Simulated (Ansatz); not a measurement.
As₂P, relaxed as a doublet with UKS PBE0-D4/def2-TZVP in Ansatz, starting from the GFN2-xTB geometry. Force threshold 0.02 eV/Å.

The structure comes from a short search, and lower isomers may exist.

Start:

```tsv
atom	x (Å)	y (Å)	z (Å)
P1	0.120	-1.245	-0.367
As2	-1.037	0.689	-0.371
As3	0.917	0.555	0.739
```

(1) Estimate the energy that the relaxation releases and the steps that it takes.

(2) Does the start keep its bonding and symmetry?

(3) Predict the relaxed structure.

Results:

(1) 0.16 eV, in 13 steps; 34 s on 4 threads of Arm Neoverse V2 on a shared host. No frequencies were taken in this run, so the end may be a saddle point.

(2) By distances, no bond broke or formed. The bond that changes most is As2–As3, from 2.25 to 2.46 Å (atoms count from 1). Point group C2v at the start, C2v at the end, both within 0.05 Å.

(3) 
```
atom   x (Å)   y (Å)   z (Å)
  P1   0.116  -1.154  -0.337
 As2  -1.126   0.646  -0.440
 As3   1.010   0.508   0.777
```
Bond lengths: 2 × As–P 2.19 Å; 1 × As–As 2.46 Å.
